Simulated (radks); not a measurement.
As XV, 19 electrons, occupied as [Ne] 3s1 3p6 3d1 4f1 (not the ground configuration). All-electron calculation, Dirac Kohn-Sham, exchange-only PBE, spin-unpolarised, spherical densities, point nucleus; open shells fill j = l - 1/2 first. Program: a radial shooting solver on a logarithmic mesh with Libxc functionals.

Normalised radial functions P(r) = r R(r) (large component), r in bohr:

r	4s1/2	4f5/2
0.004074	0.1104	0.0000
0.005886	0.1481	0.0000
0.008505	0.1925	0.0000
0.01229	0.2388	0.0000
0.0179	0.2753	0.0000
0.02586	0.2768	0.0001
0.03736	0.2105	0.0003
0.05398	0.0454	0.0010
0.07799	-0.2077	0.0036
0.1127	-0.4369	0.0125
0.1628	-0.4153	0.0395
0.2371	0.0359	0.1144
0.3426	0.6115	0.2817
0.495	0.5455	0.5762
0.7153	-0.4207	0.9145
1.033	-1.1473	1.0275
1.493	-0.7498	0.6960
2.157	-0.1590	0.2230
3.142	-0.0074	0.0220

4s1/2 (empty): eigenvalue -271.61 eV, 3 radial nodes at r = 0.0581, 0.232, 0.623 bohr, <r> = 1.10 bohr, 90 % of the charge inside 1.56 bohr. 4f5/2: eigenvalue -191.65 eV, 0 radial nodes, <r> = 1.09 bohr, 90 % of the charge inside 1.61 bohr.
